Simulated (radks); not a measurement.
Effect of the nuclear size on the aluminium ion Al+, [Ne] 3s2. All-electron calculation, Dirac Kohn-Sham, BLYP, spin-unpolarised, spherical densities, finite nucleus; Fermi nuclear charge, rms radius 3.061 fm. Program: a radial shooting solver on a logarithmic mesh with Libxc functionals. The rms radius is varied about that value; shifts are against it.

rms radius (fm)	total energy shift (eV)	density at nucleus (e/bohr^3)	1s1/2 shift (meV)
2.5498	-0.00114	1508	-0.473
2.8375	-0.000524	1506	-0.217
3.061	0	1505	0.000
3.1926	0.000327	1504	0.135
3.5936	0.00141	1502	0.583

Slopes of the eigenvalues against <r^2> in GHz/fm^2, as finite differences over the two radii next to the reference (eigenvalue slopes, not the field-shift constants of lines): 1s1/2 39.8.
